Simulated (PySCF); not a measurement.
Compound: C₃H₇FSSi.
SMILES with atom numbers: `[CH2:1]=[C:2]([SiH2:3][F:4])[S:5][CH3:6]` (hydrogens: H7, H8 on C1; H9, H10 on Si3; H11, H12, H13 on C6)

Cartesian coordinates in Å at the PBE0-D3(BJ)/def2-SVP level; atoms count from 1:
```
atom  x, y, z in Å
C1    -0.3379    1.1479    0.0572
C2    -0.4491   -0.1869   -0.0594
Si3   -2.1114   -0.9888    0.2694
F4    -3.1477    0.2133    0.6343
S5     0.8149   -1.3120   -0.5081
C6     2.2341   -0.2430   -0.7860
H7     0.5950    1.6906   -0.1206
H8    -1.2097    1.7421    0.3433
H9    -2.0481   -1.9203    1.4284
H10   -2.6216   -1.6950   -0.9369
H11    2.0329    0.4801   -1.5903
H12    2.5188    0.2887    0.1341
H13    3.0595   -0.9003   -1.0911
```

Level of theory: PySCF, PBE0-D3(BJ)/def2-SVP geometry optimisation, gas phase.

Take the most abundant isotopes and a rigid rotor. The values belong to one conformer with, in the numbering `[CH2:1]=[C:2]([SiH2:3][F:4])[S:5][CH3:6]`, C1–C2–Si3–F4 1°, C1–C2–S5–C6 -1°.

Question: What are A, B and C (cm⁻¹)?

Answer: Ia = 89.80, Ib = 420.67, Ic = 501.13 u·Å²; 505379 MHz·u·Å²/I gives 5628, 1201 and 1008 MHz, that is A = 0.18772, B = 0.04007, C = 0.03364 cm⁻¹.

Question: Classify the top.

Answer: A near-prolate asymmetric top; Ray's κ = -0.916.

Question: What does the inertial defect say?

Answer: Not planar: Δ = Ic − Ia − Ib = -9.34 u·Å². For a rigid frame Δ = −2 Σ m c², so Σ m c² = 4.67 u·Å² lies off the ab plane: 4.65 from hydrogen and 0.02 from heavier atoms. The atom farthest from that plane is 1.23 Å away.

Question: Give the other two planar moments, Paa and Pbb, and the rms extents of the mass along the axes.

Answer: Paa = Σ m a² = (Ib + Ic − Ia)/2 = 416.00 and Pbb = Σ m b² = (Ia + Ic − Ib)/2 = 85.13 u·Å². With the mass M = 122.00 u, the rms extents √(P/M) along a, b and c are 1.85, 0.84, 0.20 Å.

Question: List the rotational levels J(Ka,Kc) to J = 3 (cm⁻¹).

Answer: Above 0(0,0):
J = 1: 1(0,1) 0.0737, 1(1,1) 0.2214, 1(1,0) 0.2278
J = 2: 2(0,2) 0.2209, 2(1,2) 0.3624, 2(1,1) 0.3817, 2(2,1) 0.8246, 2(2,0) 0.8248
J = 3: 3(0,3) 0.4412, 3(1,3) 0.5737, 3(1,2) 0.6123, 3(2,2) 1.0457, 3(2,1) 1.0468, 3(3,1) 1.8002, 3(3,0) 1.8002
Those of J = 1 are B + C, A + C and A + B.

Question: Predict some low-J microwave lines.

Answer: The dipole components are |μa| = 2.13 D, |μb| = 0.54 D, |μc| = 0.00 D. Intensities carry the squares of the components, which stand as 1.00 : 0.06 : 0.00 (a : b : c). Some of the stronger lines:

| type | branch | J(Ka,Kc) | MHz | lower level (cm⁻¹) |
| --- | --- | --- | --- | --- |
| a | Q | 2(1,1) ← 2(1,2) | 579 | 0.362 |
| a | Q | 3(1,2) ← 3(1,3) | 1157 | 0.574 |
| a | R | 1(0,1) ← 0(0,0) | 2210 | 0.000 |
| a | R | 2(1,2) ← 1(1,1) | 4227 | 0.221 |
| a | R | 2(0,2) ← 1(0,1) | 4414 | 0.074 |
| a | R | 2(1,1) ← 1(1,0) | 4613 | 0.228 |
| a | R | 3(1,3) ← 2(1,2) | 6336 | 0.362 |
| a | R | 3(0,3) ← 2(0,2) | 6605 | 0.221 |
| a | R | 3(2,1) ← 2(2,0) | 6654 | 0.825 |
| a | R | 3(1,2) ← 2(1,1) | 6915 | 0.382 |
| a | R | 4(1,4) ← 3(1,3) | 8442 | 0.574 |
| a | R | 4(0,4) ← 3(0,3) | 8778 | 0.441 |
| a | R | 4(2,3) ← 3(2,2) | 8835 | 1.046 |
| a | R | 4(3,2) ← 3(3,1) | 8851 | 1.800 |
| a | R | 4(3,1) ← 3(3,0) | 8852 | 1.800 |
| a | R | 4(2,2) ← 3(2,1) | 8896 | 1.047 |
| a | R | 4(1,3) ← 3(1,2) | 9212 | 0.612 |

Whether it is a minimum is left open (no frequencies). These are rigid-rotor constants of the computed structure; measured ground-state constants (B0) also hold zero-point vibration. A rigid rotor knows nothing of internal rotation, which can split or shift real lines.

The run took 41 s of wall time on one thread of an Arm Neoverse V1, shared host with 32 logical CPUs at a one-minute load of 24, and the process peaked at 0.52 GiB of memory. This is the geometry optimisation.
